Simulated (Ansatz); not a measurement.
**MnF2, sextet: CASSCF and its corrections**

Computed with Ansatz's Gaussian-basis code (development build). Basis def2-SVP, nonrelativistic, 7 orbitals frozen in the corrections. State-specific CASSCF; RHF is the lowest restricted (open-shell) Hartree–Fock solution met. Small basis; these aren't basis-limit values. No symmetry is imposed, so a solution can break that of the shape. No proof that the lowest CASSCF solution was found.

Geometry:

```xyz
3

F     0.0000    0.0000    1.9440
Mn    0.0000    0.0000    0.0000
F     0.0000    0.0000   -1.9440
```

What do CASSCF and its corrections give against RHF in CAS(9,8), and what are the occupations?

CASSCF -0.497 eV, SC-NEVPT2 -16.076 eV; occupations 2.00, 1.98, 1.00, 1.00, 1.00, 1.00, 1.00, 0.02.
